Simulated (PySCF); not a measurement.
Electron correlation in Ir⁺ (iridium, charge +1)

[Xe] 4f14 5d8, high-spin 3F determinant (an excited configuration). Calculation: PySCF 2.14, in ANO-RCC-VTZP (8s7p5d3f1g, 84 functions); the spin-free X2C one-electron Hamiltonian (Gaussian nucleus). Frozen: [Kr] 4d10 4f14; 16 electrons correlated.

```tsv
level	correlation energy (mhartree)
CCSD	-430.01
(T)	-13.63
CCSD(T)	-443.64
```

Diagnostics: T1 = 0.0067, D1 = 0.0127, largest double amplitude 0.042.

Question: Is a single reference adequate?

Answer: Yes, within this model without spin-orbit coupling: T1 lies below 0.03 and no double amplitude reaches 0.07.
